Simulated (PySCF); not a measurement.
**From a computed spectrum to the compound**

A species of 5 atoms with charge 1 has these harmonic modes (PBE0, small Gaussian bases with core potentials, PySCF 2.14.0):

| cm⁻¹ | km/mol | symmetry |
| --- | --- | --- |
| 58 | 34.7 | a |
| 154 | 1.6 | a |
| 172 | 49.6 | b |
| 570 | 0.0 | a |
| 673 | 28.3 | b |
| 976 | 105.2 | b |
| 1028 | 24.5 | a |
| 3760 | 451.1 | b |
| 3768 | 131.8 | a |

Which species is it, and in which structure?

[Tl(OH)2]+ (singlet):
```xyz
5

Tl    0.0000    0.0000   -0.0215
O     1.9596    0.1476    0.1769
H     2.4253   -0.1595   -0.6236
O    -1.9596   -0.1476    0.1769
H    -2.4253    0.1595   -0.6236
```
Ideal gas at 298.15 K and 1 bar: S = 308.1 J/(mol K), Cp = 68.7 J/(mol K), H − H(0 K) = 16.3 kJ/mol (rigid rotor, harmonic modes, spin degeneracy alone; the modes under 60 cm⁻¹ make these uncertain). 
 This is one of several that fit.
